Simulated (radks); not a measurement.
Problem. These are the eigenvalues of the occupied orbitals of an atom or ion with whole-number occupations (eV). All-electron calculation, scalar-relativistic Kohn-Sham, r2SCAN, spin-polarised, spherical densities, finite nucleus; meta-GGA in the generalised Kohn-Sham scheme; Fermi nuclear charge, rms radius of each element as measured or else 0.836 A^(1/3) + 0.57 fm. Program: a radial shooting solver on a logarithmic mesh with Libxc functionals.

1s down: -5908.693
1s up: -5908.640
2s up: -681.5596
2s down: -679.4522
2p up: -572.2036
2p down: -570.5989
3s up: -84.9895
3s down: -79.2214
3p up: -55.3256
3p down: -49.5294
3d up: -10.9993

Which element is it, and in what charge state? The configuration may be excited. Open shells, if any, are filled with parallel spins first.

Solution. Z = 24, chromium, charge +1: Cr+ in [Ar] 3d5. The list shows which subshells hold electrons but not how many an open one holds; the 1s level, -217.14 hartree, gives Z - s = 20.8 by -(Z - s)^2/2, which with screening and relativity narrows Z to a few neighbours, and the depths of the outer levels then fix element, charge and occupations together.
